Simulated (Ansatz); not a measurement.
Coupled-cluster run, `C[CH2][Al]([SH])[O]C`.

```yaml
crystal:
  periodic: [false, false, false]
  atoms:
    - {symbol: C, position_ang: [-1.568232, 0.671556, -2.178436]}
    - {symbol: C, position_ang: [-1.199345, 1.003111, -0.732471]}
    - {symbol: Al, position_ang: [0.154854, -0.152171, 0.051599]}
    - {symbol: S, position_ang: [1.023163, -1.778873, -1.137284]}
    - {symbol: O, position_ang: [0.667534, 0.087358, 1.637305]}
    - {symbol: C, position_ang: [1.565938, -0.481402, 2.537039]}
    - {symbol: H, position_ang: [-0.703526, 0.741529, -2.843665]}
    - {symbol: H, position_ang: [-2.332419, 1.349597, -2.569324]}
    - {symbol: H, position_ang: [-1.958797, -0.345007, -2.274377]}
    - {symbol: H, position_ang: [-0.843948, 2.037662, -0.653871]}
    - {symbol: H, position_ang: [-2.087284, 0.962387, -0.090147]}
    - {symbol: H, position_ang: [1.828827, -2.187818, -0.141840]}
    - {symbol: H, position_ang: [2.308122, 0.259946, 2.851720]}
    - {symbol: H, position_ang: [2.107322, -1.337770, 2.112886]}
    - {symbol: H, position_ang: [1.037780, -0.830104, 3.430847]}
basis:
  gaussian: {orbitals: def2-TZVPP}
correlation: {method: ccsd_t}
```

```sh
$ ansatz run in.yaml --threads 2 --pin off --events-out ev --progress --plain --max-ram 22528MiB --backend cuda --devices 0, --max-vram 18GiB
```

Output of Ansatz, abridged:

```
Functional definition: HF
1943 factors; integrals over basis functions are off by at most 1.2e-3 eV
mean field evaluation 1: about -22671.4797 eV, gradient 4.6e1 eV
mean field evaluation 2: about -22671.7370 eV, gradient 4.6e1 eV
mean field evaluation 4: about -22676.6617 eV, gradient 5.2e0 eV
mean field evaluation 8: about -22676.7585 eV, gradient 3.6e-1 eV
mean field evaluation 16: about -22676.7596 eV, gradient 2.2e-6 eV
mean field -22676.75960383 eV, -833.3555445810 hartree, gradient 2.2e-6 eV, S^2 0.000000; 0 other end points of the search recorded, 0 dependent functions left out
14 core orbitals not correlated: weight in the atoms' cores, before any rotation towards them, 1.000 or more for the frozen orbitals, at most 0.000 for the correlated occupied ones
reference -22676.75960383 eV, -833.3555445810 hartree; 18, 18 occupied and 302, 302 virtual orbitals, 1943 factors
second order -27.69545713 eV of doubles, -0.00000000 eV of singles
cycle   1  -28.57488245 eV  change   -8.8e-1 eV  update   1.1e-1
cycle   2  -29.22774231 eV  change   -6.5e-1 eV  update   3.2e-2
cycle   3  -29.36830108 eV  change   -1.4e-1 eV  update   1.7e-2
cycle   4  -29.36080799 eV  change    7.5e-3 eV  update   4.0e-3
cycle   5  -29.35907587 eV  change    1.7e-3 eV  update   1.9e-3
cycle   6  -29.35935670 eV  change   -2.8e-4 eV  update   5.9e-4
cycle   7  -29.35904093 eV  change    3.2e-4 eV  update   2.4e-4
cycle   8  -29.35901410 eV  change    2.7e-5 eV  update   6.5e-5
cycle   9  -29.35903669 eV  change   -2.3e-5 eV  update   2.3e-5
perturbative correction -1.16050364 eV, -0.0426477222 hartree
Total energy: -22707.27914416 eV, -834.4771170013 hartree
```

Run time 9 s (2 threads of an AMD EPYC 7R13 on a shared host and a share of an NVIDIA H100 80 GB); peak host memory 0.87 GiB.

The correlation energy is -30.520 eV, 3.8 % of it from (T); the T1 diagnostic reads 0.0111.
